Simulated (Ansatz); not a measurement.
Reaction (formal exchange of groups at the Si–Si bond): `OC[SiH2][SiH3]` + `ClC1=NCO1` → `[SiH3]C1=NCO1` + `OC[SiH2]Cl`

Program: Ansatz. Geometries: PBE0-D4/def2-TZVP. ΔE: electronic, gas phase. CCSD(T)/CBS is the MP2 limit (def2-TZVPP, def2-QZVPP) plus CCSD(T) − MP2 in def2-TZVPP, frozen cores. DFT in def2-TZVPP. One conformer a species, not always the lowest.

| level | ΔE (eV) |
| --- | --- |
| PBE | -1.24 |
| CCSD/def2-TZVPP | -1.53 |

Problem. What does CCSD(T)/CBS give? (Best estimate.)

Solution. Computed: -1.56 eV. The listed levels differ from it by 0.32, 0.03 eV.

Largest T1 diagnostic among the species: 0.015.

In def2-TZVPP, CCSD(T) changes the Hartree–Fock value by +0.22 eV (the triples alone add +0.04 eV) and MP2 by +0.15 eV. From PBE to PBE0 (25 % exact exchange), in def2-TZVPP and without D4, ΔE moves by −0.09 eV.
